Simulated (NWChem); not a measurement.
# C2H4NO, doublet; SMILES C[N]C=O

```xyz
8

C      0.4502    -1.3980    -0.0450
N     -0.6710    -0.5455     0.1473
C     -0.5079     0.7932    -0.0973
O      0.5391     1.3898     0.0655
H      0.5721    -2.0625     0.8260
H      0.2255    -2.0675    -0.8987
H      1.3857    -0.8523    -0.2556
H     -1.4534     1.3113    -0.3725
```
Atoms are numbered in this order, from 1.

Computed with NWChem. Spin-unrestricted. The geometry was optimised at PBE0/def2-SVP, spin-unrestricted. No stability test was run on the SCF state. Level B3LYP/def2-SVP: single points from the atomic guess with DIIS by default; each run changes one setting, and all converged runs end within 0.3 mHa of each other. cgmin counts macro-iterations, each dearer than a DIIS step.

**Question.** Which setting needs the most SCF iterations, or fails (level shift of 0.5 Ha throughout; no DIIS, 40 % damping; DIIS on 3 Fock matrices; defaults; occupation smearing of 0.005 Ha; quadratically convergent solver (cgmin))?

**Answer.** no DIIS, 40 % damping, which doesn't converge.
```
setting                                        SCF iterations
---------------------------------------  --------------------
defaults                                                   13
level shift of 0.5 Ha throughout                           36
quadratically convergent solver (cgmin)                     7
occupation smearing of 0.005 Ha                            13
DIIS on 3 Fock matrices                                    17
no DIIS, 40 % damping                    not converged in 200
```
